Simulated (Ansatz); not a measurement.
Geometry optimisation, RKS PBE0-D4/def2-SVP (Ansatz 0.2.0).

The input (input.yaml):

```yaml
crystal:
  periodic: [false, false, false]
  atoms:
    - { symbol: Si, position_ang: [-0.456806, 0.219739, 1.154402] }
    - { symbol: "N", position_ang: [-1.108501, 0.66067, -0.45968] }
    - { symbol: C, position_ang: [-1.568201, -0.370978, -1.367943] }
    - { symbol: H, position_ang: [-0.088494, 1.515369, 1.805674] }
    - { symbol: H, position_ang: [-1.496603, -0.414139, 2.04083] }
    - { symbol: Si, position_ang: [1.381825, -1.20984, 0.860893] }
    - { symbol: H, position_ang: [1.065201, 1.343875, -0.869789] }
    - { symbol: O, position_ang: [1.921033, 1.364754, -0.415796] }
    - { symbol: H, position_ang: [-1.745777, 1.453244, -0.435555] }
    - { symbol: H, position_ang: [-1.7585, 0.04531, -2.369879] }
    - { symbol: H, position_ang: [-0.78435, -1.134708, -1.488286] }
    - { symbol: H, position_ang: [-2.487386, -0.897026, -1.043556] }
    - { symbol: H, position_ang: [2.568302, -0.777479, 1.654753] }
    - { symbol: H, position_ang: [0.996764, -2.580942, 1.336415] }
    - { symbol: H, position_ang: [1.724957, -1.332719, -0.584919] }
    - { symbol: H, position_ang: [1.836636, 2.11477, 0.182536] }
basis:
  gaussian: { orbitals: def2-SVP }
hamiltonian:
  xc: pbe0
  dispersion: d4
relax:
  f_tol: 0.03
  max_steps: 50
```

Launched with:

```bash
$ ansatz run input.yaml --threads 4 --pin off --max-ram 5120MiB --backend cpu --events-out ev --progress --plain --runs-dir out
```

Question: Where does it end, and by what steps?

Answer: It converged. After 11 steps the energy has fallen by 0.092 eV; H14 moved furthest, 0.54 Å.

| step | energy less start (eV) | largest force component (eV/Å) | accepted |
| --- | --- | --- | --- |
| 0 | 0.0000 | 0.613 | yes |
| 1 | -0.0353 | 0.814 | yes |
| 2 | -0.0367 | 0.596 | yes |
| 3 | -0.0639 | 0.344 | yes |
| 4 | -0.0661 | 0.244 | yes |
| 5 | -0.0853 | 0.130 | yes |
| 6 | -0.0880 | 0.071 | yes |
| 7 | -0.0903 | 0.053 | yes |
| 8 | -0.0910 | 0.072 | yes |
| 9 | -0.0915 | 0.060 | yes |
| 10 | -0.0919 | 0.035 | yes |
| 11 | -0.0920 | 0.022 | yes |

```xyz
16
Properties=species:S:1:pos:R:3
Si -0.510 0.101 1.192
N -1.042 0.722 -0.377
C -1.481 -0.201 -1.411
H -0.247 1.319 2.023
H -1.592 -0.684 1.882
Si 1.428 -1.208 0.938
H 0.734 1.238 -0.776
O 1.710 1.205 -0.680
H -1.660 1.527 -0.304
H -1.575 0.314 -2.380
H -0.728 -0.994 -1.544
H -2.447 -0.695 -1.193
H 2.640 -0.502 1.443
H 1.250 -2.437 1.785
H 1.605 -1.672 -0.469
H 1.916 1.968 -0.129
```

The run took 50 s on 4 threads of Arm Neoverse N1 (shared host), peak memory 0.34 GiB.
